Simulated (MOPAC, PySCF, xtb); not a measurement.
Constitutional and geometric isomers with formula C3HN. All species are isolated molecules in the gas phase. Strings in code marks are SMILES.

Quantity: electronic energy of isomers of C3HN relative to `C#CC#N`, in kcal/mol. Semi-empirical values (MOPAC) are differences of heats of formation.

Level 1: SVWN5/6-31G* // B3LYP-D3(BJ)/def2-TZVP (PySCF)
Level 2: HF/6-31G* // B3LYP-D3(BJ)/def2-TZVP (PySCF)
Level 3: GFN2-xTB (xtb)
Level 4: PM6 // B3LYP-D3(BJ)/def2-TZVP (MOPAC)

```tsv
species	level 1	level 2	level 3	level 4
`[C-]#[N+]C#C`	25.8	21.6	19.9	20.7
```
